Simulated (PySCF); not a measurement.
Isomers of C5H3NS, one conformer each; single-point electronic energies without zero-point terms and without any empirical dispersion term.

Computed with PySCF at wB97X-D/pcSseg-2, non-relativistic, each on one gas-phase PBE0-D3(BJ)/def2-TZVP geometry that isn't relaxed in the solvent. The solvent is an IEF-PCM continuum (cavity from Bondi-type radii × 1.2). The model holds no explicit solvent molecules, cavitation or dispersion.

```
                         isomer  relative energy, gas (kJ/mol)  dipole (D)
`N#Cc1ccsc1` (3-cyanothiophene)                            0.0        4.34
`N#Cc1cccs1` (2-cyanothiophene)                            5.0        4.85
```

**Question.** How do the relative energies look in chloroform (ε = 4.711)?

**Answer.** 
```tsv
isomer	relative energy, solvent (kJ/mol)	E(solvent) − E(gas) (kJ/mol)	dipole in solvent (D)
`N#Cc1ccsc1` (3-cyanothiophene)	0.0	-21.0	5.36
`N#Cc1cccs1` (2-cyanothiophene)	6.3	-19.6	6.07
```

The order is unchanged. `N#Cc1ccsc1` (3-cyanothiophene) gains most from the continuum, while `N#Cc1cccs1` (2-cyanothiophene) has the largest gas-phase dipole. The gains span 1.4 kJ/mol, the gas-phase energies 5.0 kJ/mol.
